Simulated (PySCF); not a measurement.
Al(H) cation (AlH), SMILES [AlH] (connectivity only; charge and spin as stated), charge +1, multiplicity 2.

Geometry optimised at B3LYP-D3(BJ)/def2-TZVPD. The spin state was assumed, not searched.

Method: ωB97X/def2-TZVPD (PySCF).

Gas-phase values at a fixed geometry.

Question: Estimate the frontier levels, dipole moment and polarisability. (The exact figures need the calculation; the answer reports its results.)

Answer: 
α spin, highest occupied and lowest empty level: -16.26 and -6.34 eV
β spin, highest occupied and lowest empty level: -19.69 and -8.99 eV
dipole moment about the centre of nuclear charge: 0.56 D
mean static polarisability: 26.1 bohr³ (3.87 Å³)
polarisability, principal values: 24.8, 24.8, 28.8 bohr³
⟨S²⟩: 0.758 (pure state 0.75)
